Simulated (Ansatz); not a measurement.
Basis-set extrapolation for ClH$_{5}$N$_{2}$Si$_{2}$ (PBE0-D4/def2-TZVP geometry, frozen core, Ansatz 0.2.0). Multiplicity 1, RHF reference.

```json
{"": "HF", "def2-TZVPP": "-1149.280533", "def2-QZVPP": "-1149.317607"}
{"": "MP2 correlation", "def2-TZVPP": "-0.849843", "def2-QZVPP": "-0.918374"}
{"": "CCSD(T) correlation", "def2-TZVPP": "-0.939315", "def2-QZVPP": "not run"}
```

Energies in hartree. Use E(X) = E(∞) + A·exp(−7.88·√X) for Hartree–Fock and E(X) = E(∞) + B·X^(−2.97) for correlation, with X = 3 and 4, and add CCSD(T) minus MP2 of the smaller set to the MP2 limit.

What is the CCSD(T) energy at the basis-set limit?

HF limit: -1149.317607 + (-0.037074) × 0.13774 = -1149.32271. MP2 limit: -0.918374 + (-0.068531) × 0.74074 = -0.96914. Higher-order term: -0.939315 − (-0.849843) = -0.08947. Total: -1150.38132 hartree, 423.9 kJ/mol below CCSD(T)/def2-TZVPP.
